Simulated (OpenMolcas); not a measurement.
## Ho2+: moving or changing the point charges

Ho2+ among 6 point charges of -1 e arranged as a tetragonal octahedron (D4h), 2.38 Å from the ion, with the axial distance 2.475 Å.
```
   2.3800    0.0000    0.0000  -1.00
   0.0000    2.3800    0.0000  -1.00
  -2.3800    0.0000    0.0000  -1.00
   0.0000   -2.3800    0.0000  -1.00
   0.0000    0.0000    2.4752  -1.00
   0.0000    0.0000   -2.4752  -1.00
```

* Program: OpenMolcas
* Method: CASSCF
* Basis: ANO-RCC-VDZP [7s6p4d2f1g]
* Scalar Hamiltonian: DKH2, point nucleus
* Active space: 11 electrons in 7 orbitals (4f)
* State averaging: 2S+1 = 4 odd, 35 roots; 2S+1 = 2 odd, 73 roots kept (CI in the orbitals of an earlier block)
* Spin-orbit coupling: RASSI with atomic mean-field integrals over the reference wave functions

Runs around this geometry, states (labels of D4, the rotations of D4h). Energies in cm-1 above the lowest state or level, χT in cm3 K/mol.

| R (Å) | q (e) | Ground state | First state of that spin | First gap with spin-orbit (degeneracies) | Width of lowest J | χT at 300 K |
| --- | --- | --- | --- | --- | --- | --- |
| 2.38 | -0.5 | 4A1 | 4E 8.0 | 6.4 (2, 2) | 106 | 11.440 |
| 2.38 | -1 | 4A1 | 4E 15.5 | 13.0 (2, 2) | 207 | 11.416 |
| 2.57 | -1 | 4A1 | 4E 8.4 | 11.2 (2, 2) | 148 | 11.432 |
| 2.72 | -1 | 4A1 | 4E 4.9 | 8.3 (2, 2) | 116 | 11.439 |

Taking the width of the lowest J multiplet as R^-n, n = -ln(116 / 207) / ln(2.72 / 2.38) = 4.3 between the shortest and longest distance.

Scaling the charges by -0.5 / -1 = 0.50 scales the width of the lowest J multiplet by 106 / 207 = 0.51; with fixed orbitals a first-order splitting would follow the charge.

High states are left out of the spin-orbit mixing, which shifts the levels that they would mix with. This is an electrostatic model: the charges have no orbitals. An unlabelled pair can be two single states that coincide in this model. A group larger than the point group allows holds several states that coincide in this model. No measured value stands beside these numbers.
